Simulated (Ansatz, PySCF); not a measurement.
SiFCl2Br, SMILES F[Si](Cl)(Cl)Br.

Geometry optimised at ωB97X-D3(BJ)/def2-SVP.

Vertical ionisation energy (IE) and electron affinity (EA) in eV. Rows of orbital energies are one-electron estimates. Where ΔSCF, EOM or ADC give a negative EA the extra electron is unbound and the value depends on the basis.

| level | IE | EA |
|---|---|---|
| −ε(HOMO), −ε(LUMO), M06-2X/def2-TZVP (PySCF) | 10.45 | -0.19 |
| −ε(HOMO), −ε(LUMO), PBE/def2-TZVP (PySCF) | 7.84 | 1.72 |
| ΔSCF, CAM-B3LYP/def2-SVPD (Ansatz), final states of multiplicity 2 and 2 | … | … |
| ΔSCF, PBE/def2-SVPD (Ansatz), final states of multiplicity 2 and 2 | 10.87 | -0.20 |

### Question
Some entries are withheld; supply them. (The exact figures need the calculation; the answer reports its results.)

### Answer

- ΔSCF, CAM-B3LYP/def2-SVPD (Ansatz, a quantum-chemistry and plane-wave program), final states of multiplicity 2 and 2, IE: 11.63
- ΔSCF, CAM-B3LYP/def2-SVPD (Ansatz), final states of multiplicity 2 and 2, EA: -0.52

### Question
What vertical singlet–triplet gap does ΔSCF give with CAM-B3LYP/def2-SVPD (Ansatz) and with PBE/def2-SVPD (Ansatz)? (An estimate is asked for; the answer gives what the named calculation found.)

### Answer
6.74 and 5.98 eV (triplet above singlet where positive).
